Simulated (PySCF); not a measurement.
AlCl₂I, SMILES [Cl][Al]([Cl])[I]. Geometry optimised at B3LYP-D3(BJ)/def2-SVP. The def2 effective core potentials stand for the cores of I; spin–orbit coupling is left out.

Q: Give the equilibrium geometry at B3LYP-D3(BJ)/def2-SVP (PySCF confirms it by a frequency run) as Cartesian coordinates in Å, and its point group. (An estimate is asked for; the answer gives what the named calculation found.)

A: point group C2v.
```xyz
4

Al     0.0000     0.0000     0.9396
Cl     0.0000     1.8003     2.0009
Cl     0.0000    -1.8003     2.0009
I      0.0000     0.0000    -1.5141
```
Charge 0, spin multiplicity 1.
